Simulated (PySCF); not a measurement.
C2H10GeSi, SMILES [SiH](C)([GeH3])C.

Geometry: PBE0-D3(BJ)/def2-SVP. This is a generated structure with no PubChem entry under its InChIKey; it may be hypothetical.

Two levels are set side by side: PBE/def2-TZVP (PySCF) and ωB97X/def2-TZVP (PySCF). Same geometry, gas phase. Differences are taken from unrounded values.

```csv
quantity,ωB97X,PBE,PBE minus ωB97X
orbital gap (eV),12.37,6.34,-6.04
highest occupied level (eV),-9.92,-6.58,3.34
lowest empty level (eV),2.45,-0.24,-2.70
dipole moment (D),1.28,1.31,0.03
mean polarisability (bohr³),85.5,89.5,4.0
```

Without exact exchange PBE keeps part of each electron's self-repulsion, which lifts occupied levels and narrows the gap. Loosely held outer electrons make PBE densities more polarisable. Differences between two approximate levels are no errors against the true value.

Rough cost on one machine, each run with all the roots and properties that it gave: ωB97X against PBE within a factor of 2.
